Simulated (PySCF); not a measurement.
# Correlation energy of Cs⁻ (caesium, charge -1)

[Xe] 6s2, closed-shell 1S. All numbers are calculated (PySCF 2.14, scalar relativity through the core potential, in def2-TZVPPD with the def2 core potential (46 electrons)). Frozen: nothing; 10 electrons correlated.

MP2 pair energies summed by pair of shells (mhartree):

```tsv
pair	energy	share (%)
5p-5p	-101.34	64.4
5s-5p	-24.33	15.5
5p-6s	-14.09	9.0
6s-6s	-12.57	8.0
5s-5s	-4.59	2.9
5s-6s	-0.38	0.2
```

Total MP2 correlation energy: -157.31 mhartree.

Same-spin part -39.57 and opposite-spin part -117.73 mhartree; SCS-MP2 scales them by 1/3 and 6/5 to -154.47 mhartree.

The basis has no tight functions for the innermost shells, so their pair energies are far from complete.

This basis was not built for core-valence correlation, so the inner-shell part is incomplete.
